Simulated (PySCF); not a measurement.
Se(Cl)2 cation (Cl₂Se), SMILES Cl[Se]Cl (connectivity only; charge and spin as stated), charge +1, multiplicity 2.

Geometry: PBE0-D3(BJ)/def2-TZVP. The spin state was assumed, not searched. The isomer is the one that the SMILES or the coordinates give; other isomers of the formula were not compared.

Computed with PBE0-D3(BJ)/def2-TZVP (PySCF).

Frequencies are harmonic and unscaled.

```tsv
mode	ν (cm⁻¹)	IR (km/mol)	moving atoms (share of kinetic energy)
1	183	0.8	Cl 79 %, Se 21 %
2	480	61.3	Cl 64 %, Se 36 %
3	491	8.2	Cl 74 %, Se 26 %
```
